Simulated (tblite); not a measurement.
Compound: C6H9BO.
SMILES with atom numbers: `[BH2:1][CH2:2][O:3]/[C:4]([C:5]#[CH:6])=[CH:7]\[CH3:8]` (hydrogens: H9, H10 on B1; H11, H12 on C2; H13 on C6; H14 on C7; H15, H16, H17 on C8)

Computed with GFN2-xTB (tblite), gas phase: L-BFGS steps from a force-field or distance-geometry start until the largest atomic force falls under 0.01 eV/Å.

Step 165: E = -615.4697 eV
```
atom  x, y, z in Å  |  force x, y, z in eV/Å
B1      2.8475   -1.0379    0.1801   -0.035   0.001   0.011
C2      1.6813   -0.0513   -0.1743    0.012   0.006  -0.011
O3      0.4521   -0.3555    0.4654    0.002  -0.003  -0.013
C4     -0.6605    0.3306    0.0517    0.010   0.016  -0.004
C5     -0.5708    1.2139   -1.0586    0.000   0.001  -0.011
C6     -0.4745    1.9473   -2.0059    0.004  -0.012   0.012
C7     -1.8376    0.1651    0.6714   -0.006   0.010  -0.011
C8     -2.0539   -0.7426    1.8332   -0.014   0.009  -0.007
H9      3.8916   -0.8233   -0.2934    0.014   0.003   0.011
H10     2.6666   -1.9569    0.8732    0.005   0.008   0.001
H11     1.5413   -0.0546   -1.2681   -0.004  -0.015  -0.017
H12     1.9678    0.9877    0.0612    0.008  -0.002   0.001
H13    -0.4202    2.5920   -2.8324   -0.002  -0.004   0.025
H14    -2.6889    0.7135    0.2982   -0.021   0.007   0.007
H15    -2.4553   -0.1904    2.6828   -0.013   0.027  -0.002
H16    -1.1180   -1.2075    2.1239    0.035  -0.037   0.001
H17    -2.7756   -1.5183    1.5747    0.007  -0.015   0.009
```

Step 166: E = -615.4701 eV
```
atom  x, y, z in Å  |  force x, y, z in eV/Å
B1      2.8476   -1.0357    0.1848   -0.048  -0.002   0.015
C2      1.6782   -0.0568   -0.1809   -0.003   0.007  -0.001
O3      0.4482   -0.3618    0.4574    0.010  -0.007  -0.012
C4     -0.6631    0.3295    0.0483    0.017   0.014   0.003
C5     -0.5710    1.2163   -1.0591   -0.012  -0.008  -0.006
C6     -0.4711    1.9511   -2.0049    0.000  -0.006   0.014
C7     -1.8382    0.1658    0.6725    0.001   0.018  -0.024
C8     -2.0517   -0.7442    1.8334   -0.008   0.018  -0.029
H9      3.8894   -0.8258   -0.2961    0.013  -0.003   0.015
H10     2.6690   -1.9420    0.8959    0.016   0.015  -0.011
H11     1.5394   -0.0619   -1.2744   -0.001  -0.020  -0.024
H12     1.9608    0.9834    0.0534    0.018   0.006   0.000
H13    -0.4154    2.6004   -2.8279    0.000  -0.007   0.024
H14    -2.6901    0.7157    0.3027   -0.019   0.009   0.012
H15    -2.4481   -0.1929    2.6857   -0.022   0.026   0.001
H16    -1.1159   -1.2118    2.1191    0.043  -0.039   0.002
H17    -2.7751   -1.5172    1.5734   -0.005  -0.023   0.020
```

Task: Estimate the geometry and energy of step 167. (The exact step hangs on the optimiser's Hessian estimate; all steps are aligned on step 166, rigid shifts and turns removed.)

Result: E = -615.4704 eV, largest force 0.048 eV/Å
```
atom  x, y, z in Å  |  force x, y, z in eV/Å
B1      2.8467   -1.0335    0.1888   -0.046   0.004   0.012
C2      1.6757   -0.0609   -0.1875   -0.018   0.000   0.011
O3      0.4447   -0.3688    0.4480    0.009  -0.009  -0.005
C4     -0.6654    0.3282    0.0448    0.019   0.006   0.009
C5     -0.5717    1.2173   -1.0604   -0.023  -0.014   0.003
C6     -0.4691    1.9534   -2.0046   -0.001   0.005   0.007
C7     -1.8384    0.1667    0.6735    0.006   0.020  -0.025
C8     -2.0492   -0.7452    1.8337    0.001   0.022  -0.033
H9      3.8882   -0.8269   -0.2934    0.019  -0.003   0.012
H10     2.6696   -1.9295    0.9124    0.015   0.003  -0.005
H11     1.5392   -0.0660   -1.2809    0.003  -0.019  -0.030
H12     1.9550    0.9794    0.0493    0.024   0.019  -0.004
H13    -0.4114    2.6064   -2.8244    0.001  -0.006   0.018
H14    -2.6914    0.7183    0.3080   -0.011   0.009   0.014
H15    -2.4395   -0.1938    2.6894   -0.016   0.011  -0.012
H16    -1.1138   -1.2185    2.1132    0.030  -0.024   0.000
H17    -2.7762   -1.5145    1.5734   -0.014  -0.026   0.029
```

The energy changes by -0.0003 eV. The first-order estimate −F·Δx gives -0.0005 eV and the mean of the old and new forces, exact on a quadratic surface, -0.0003 eV. The step makes an angle of 84° with the force vector and moves no atom by more than 0.021 Å.

What follows is the cost of the whole relaxation. On one thread of an Arm Neoverse V2, shared host, this took 0.94 s wall.
